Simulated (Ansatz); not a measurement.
Consider the redistribution: `[SiH3][SiH2][SiH2][SiH3]` + `C[SiH2][GeH3]` → `[SiH3][SiH2][SiH2][SiH2][GeH3]` + `C[SiH3]`.

Gas-phase electronic energies from Ansatz, PBE0-D4/def2-TZVP geometries. CCSD(T)/CBS is the MP2 limit (def2-TZVPP, def2-QZVPP) plus CCSD(T) − MP2 in def2-TZVPP, frozen cores. This one scheme is used for every species. Functionals use def2-TZVPP. For Ge outer-core shells are correlated without core-valence functions, which leaves a few kJ/mol of doubt a bond. Scalar relativity is left out up to krypton. One conformer a species, not always the lowest.

`[SiH3][SiH2][SiH2][SiH3]`:

Cartesian coordinates in Å:
```
Si -0.548 1.889 1.321
Si 0.201 -0.312 1.572
Si -0.311 -1.547 -0.347
Si 0.628 -0.517 -2.225
H -0.289 2.690 2.547
H 0.154 2.528 0.175
H -2.009 1.897 1.044
H 1.679 -0.309 1.769
H -0.427 -0.928 2.775
H -1.791 -1.606 -0.508
H 0.200 -2.941 -0.225
H 0.374 -1.308 -3.458
H 0.041 0.839 -2.397
H 2.098 -0.375 -2.042
```

`C[SiH2][GeH3]`:

```xyz
11

C    -0.530    1.165    1.195
Si    0.057   -0.543    0.692
Ge    0.450   -0.665   -1.652
H    -0.708    1.209    2.272
H    -1.462    1.421    0.685
H     0.215    1.922    0.942
H    -0.960   -1.568    1.058
H     1.320   -0.886    1.405
H     1.519    0.357   -2.083
H    -0.836   -0.351   -2.440
H     0.935   -2.063   -2.074
```

`[SiH3][SiH2][SiH2][SiH2][GeH3]`:

Z-matrix (Å, degrees):
```
Si
Si 1 2.338
H 1 1.488 2 109.5
H 1 1.488 2 111.4 3 120.3
H 1 1.488 2 109.9 3 -119.0
Si 2 2.339 1 109.5 3 60.7
H 2 1.490 1 109.2 3 -58.2
H 2 1.490 1 110.2 3 -177.0
Si 6 2.337 2 108.4 1 -50.5
H 6 1.490 2 110.4 1 -170.5
H 6 1.490 2 109.7 1 70.1
Ge 9 2.380 6 109.7 2 -50.5
H 9 1.489 6 111.2 2 -172.0
H 9 1.490 6 109.1 2 68.7
H 12 1.538 9 110.3 6 -57.3
H 12 1.538 9 111.4 6 -177.9
H 12 1.538 9 110.0 6 61.9
```

`C[SiH3]`:

```xyz
8

C     0.153   -0.112   -0.969
Si   -0.137    0.100    0.867
H    -0.287    0.716   -1.529
H    -0.295   -1.041   -1.327
H     1.222   -0.142   -1.192
H     0.472    1.368    1.353
H     0.466   -1.027    1.629
H    -1.594    0.139    1.169
```

| level | ΔE (eV) |
| --- | --- |
| revPBE-D4 | -0.10 |
| ωB97X-V | -0.09 |
| B2PLYP | -0.07 |
| PBE0 | -0.06 |
| BHLYP | -0.04 |
| HF/def2-SVP | -0.05 |
| CCSD(T)/def2-SVP | -0.12 |
| HF/def2-TZVPP | -0.03 |

Question: What does CCSD(T)/CBS give? (An estimate is asked.)

Answer: Computed: -0.11 eV. The listed levels differ from it by 0.01, 0.02, 0.04, 0.05, 0.07, 0.06, -0.01, 0.08 eV.

Largest T1 diagnostic among the species: 0.014.

The D4 term adds −0.08 eV with B3LYP and −0.05 eV with PBE0; it sums over pairs of atoms, weighted by their polarisabilities, and B3LYP, whose exchange is more repulsive, gets the larger term. Leaving LDA and LC-ωPBE aside and taking each functional with its dispersion term where it has one, the values, not all of them listed here, spread over 0.05 eV, from BHLYP-D4 to B2PLYP. LDA lies −0.04 eV from PBE without D4.

B3LYP here is the variant with VWN-RPA as its local correlation; programs differ in this.
